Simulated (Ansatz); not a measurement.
Consider the cleavage of the Si–Si bond: `CN[SiH]([SiH3])Cl` + `[OH][Al]([F])[F]` → `[F][Al]([F])[O][SiH3]` + `CN[SiH2]Cl`.

Program: Ansatz. Geometries: PBE0-D4/def2-TZVP. ΔE: electronic, gas phase. CCSD(T)/CBS adds triple-zeta CCSD(T) − MP2 to the extrapolated MP2 energy (def2 sets, frozen cores). DFT in def2-TZVPP. Each species was taken in one conformer, which may not be the lowest.

| species | r2SCAN0-D4 energy (Eh) |
| --- | --- |
| `CN[SiH]([SiH3])Cl` | -1136.84041 |
| `[OH][Al]([F])[F]` | -518.10678 |
| `[F][Al]([F])[O][SiH3]` | -808.82107 |
| `CN[SiH2]Cl` | -846.16713 |

(1) Work out ΔE.

Largest T1 diagnostic among the species: 0.013.

## Answers

(1) ΔE = (-808.82107) + (-846.16713) − (-1136.84041) − (-518.10678) = -0.04101 Eh = -1.12 eV. CCSD(T)/CBS gives -1.14 eV.

From r2SCAN to r2SCAN0 (25 % exact exchange), in def2-TZVPP and without D4, ΔE moves by −0.05 eV. The D4 term adds +0.08 eV with B3LYP and +0.04 eV with PBE0; it sums over pairs of atoms, weighted by their polarisabilities, and B3LYP, whose exchange is more repulsive, gets the larger term. In def2-TZVPP, CCSD(T) changes the Hartree–Fock value by +0.37 eV (the triples alone add +0.06 eV) and MP2 by +0.31 eV.

B3LYP here is the variant with VWN-RPA as its local correlation; programs differ in this.
